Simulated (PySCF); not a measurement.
C₂H₇NOSi₂, SMILES O[SiH2]C1=NC[SiH2]1. Geometry: PBE-D3(BJ)/def2-SVP. The structure was generated by enumeration, and PubChem lists no compound with its InChIKey, so it may never have been made. The values are those of a single conformer.

Computed equilibrium geometry at PBE-D3(BJ)/def2-SVP (PySCF confirms it by a frequency run) as bond lengths and angles, and its point group (one conformer of several):
point group Cs.
Atoms: O1 Si2 C3 N4 C5 Si6 H7 H8 H9 H10 H11 H12 H13. Bonds (Å): O1–Si2 1.675, O1–H7 0.990, Si2–C3 1.902, Si2–H8 1.505, Si2–H9 1.505, C3–N4 1.312, C3–Si6 1.909, N4–C5 1.493, C5–Si6 1.929, C5–H10 1.110, C5–H11 1.110, Si6–H12 1.507, Si6–H13 1.507. Angles (°): Si2–O1–H7 105.3, O1–Si2–C3 102.0, O1–Si2–H8 112.9, O1–Si2–H9 112.9, C3–Si2–H8 110.3, C3–Si2–H9 110.3, H8–Si2–H9 108.4, Si2–C3–N4 113.6, Si2–C3–Si6 151.9, N4–C3–Si6 94.6, C3–N4–C5 105.9, N4–C5–Si6 88.1, N4–C5–H10 111.2, N4–C5–H11 111.2, Si6–C5–H10 118.7, Si6–C5–H11 118.7, H10–C5–H11 107.4, C3–Si6–C5 71.4, C3–Si6–H12 118.1, C3–Si6–H13 118.1, C5–Si6–H12 118.5, C5–Si6–H13 118.5, H12–Si6–H13 108.6.
